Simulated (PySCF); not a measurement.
# Bonds of Ge to H, F, Cl, Br, O

PBE in PySCF with def2-TZVPPD on every atom, for the lowest determinant that a PBE0 search found; no spin–orbit coupling. D0 is De less the harmonic zero-point energy.

```tsv
X	state of GeX	D0(GeX) (eV)	D0(X₂) (eV)
H	doublet (π ↑)	2.81	4.27
F	doublet (π ↑)	5.59	2.22
Cl	doublet (π ↑)	4.31	2.81
Br	doublet (π ↑)	3.87	2.48
O	singlet (closed shell)	7.29	6.13
```

**Question.** Give the energy of Ge + X₂ → GeX + X at 0 K for each X.

**Answer.** H: 4.27 − 2.81 = +1.46 eV; F: 2.22 − 5.59 = -3.37 eV; Cl: 2.81 − 4.31 = -1.50 eV; Br: 2.48 − 3.87 = -1.39 eV; O: 6.13 − 7.29 = -1.16 eV (PBE/def2-TZVPPD; negative means exothermic).

**Question.** Does an atom of H displace O from GeO?

**Answer.** GeO + H → GeH + O has ΔE = 7.29 − 2.81 = +4.48 eV at PBE/def2-TZVPPD, so it is uphill.

Gas-phase diatomics only hint at surface chemistry, where an atom holds several bonds.

Spin–orbit coupling is left out. States were picked by a PBE0 search and need not be the measured ground states.
